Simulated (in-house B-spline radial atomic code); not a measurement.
**Tl VIII (Tl7+): [Xe] 4f14 5d6**

Level of theory: Dirac-Kohn-Sham LDA exchange-only, spherical fractional occupations, Fermi nucleus of rms radius 5.4759 fm; calculated with a radial B-spline atomic code at the basis-set limit.

Effective charges: Z_r = [3n² - l(l+1)]/(2<r>) from the radius, Z_e = n√(-2ε) from the energy, and Slater's rules. Values are occupation-weighted means over j. An effective charge above Z reflects the relativistic contraction of the inner shells.

```json
{"shell": "1s", "electrons": "2", "ε (eV)": "-85468", "<r> (bohr)": "0.01633", "Z_r": "91.83", "Z_e": "79.26", "Slater": "80.70"}
{"shell": "2s", "electrons": "2", "ε (eV)": "-15292", "<r> (bohr)": "0.06812", "Z_r": "88.08", "Z_e": "67.05", "Slater": "76.85"}
{"shell": "2p", "electrons": "6", "ε (eV)": "-13318", "<r> (bohr)": "0.06177", "Z_r": "80.95", "Z_e": "62.57", "Slater": "76.85"}
{"shell": "3s", "electrons": "2", "ε (eV)": "-3727.4", "<r> (bohr)": "0.1772", "Z_r": "76.20", "Z_e": "49.66", "Slater": "69.75"}
{"shell": "3p", "electrons": "6", "ε (eV)": "-3149.7", "<r> (bohr)": "0.1782", "Z_r": "70.15", "Z_e": "45.65", "Slater": "69.75"}
{"shell": "3d", "electrons": "10", "ε (eV)": "-2485.4", "<r> (bohr)": "0.1625", "Z_r": "64.63", "Z_e": "40.55", "Slater": "59.85"}
{"shell": "4s", "electrons": "2", "ε (eV)": "-910.33", "<r> (bohr)": "0.3917", "Z_r": "61.26", "Z_e": "32.72", "Slater": "53.25"}
{"shell": "4p", "electrons": "6", "ε (eV)": "-718.37", "<r> (bohr)": "0.4162", "Z_r": "55.27", "Z_e": "29.07", "Slater": "53.25"}
{"shell": "4d", "electrons": "10", "ε (eV)": "-475.96", "<r> (bohr)": "0.4399", "Z_r": "47.73", "Z_e": "23.66", "Slater": "41.85"}
{"shell": "5s", "electrons": "2", "ε (eV)": "-230.28", "<r> (bohr)": "0.8652", "Z_r": "43.34", "Z_e": "20.57", "Slater": "23.35"}
{"shell": "4f", "electrons": "14", "ε (eV)": "-215.89", "<r> (bohr)": "0.4663", "Z_r": "38.60", "Z_e": "15.93", "Slater": "30.45"}
{"shell": "5p", "electrons": "6", "ε (eV)": "-175.39", "<r> (bohr)": "0.9737", "Z_r": "37.49", "Z_e": "17.95", "Slater": "23.35"}
{"shell": "5d", "electrons": "6", "ε (eV)": "-108.18", "<r> (bohr)": "1.203", "Z_r": "28.69", "Z_e": "14.10", "Slater": "11.25"}
```

The least bound orbital is 5d5/2 at -107 eV, and it is also the most diffuse (<r> = 1.214 bohr).

Spin-orbit splittings of the orbital energies (j = l + 1/2 above j = l - 1/2 when positive): 2p 2063 eV, 3p 458.6 eV, 3d 98.05 eV, 4p 111.8 eV, 4d 20.88 eV, 4f 4.627 eV, 5p 21.71 eV, 5d 2.968 eV.

For the 1s electron the small component carries 9.5 % of the norm, the zero-frequency Breit interaction raises the level by 329.2 eV, self-energy by 212.5 eV, and vacuum polarisation lowers it by 44.66 eV.
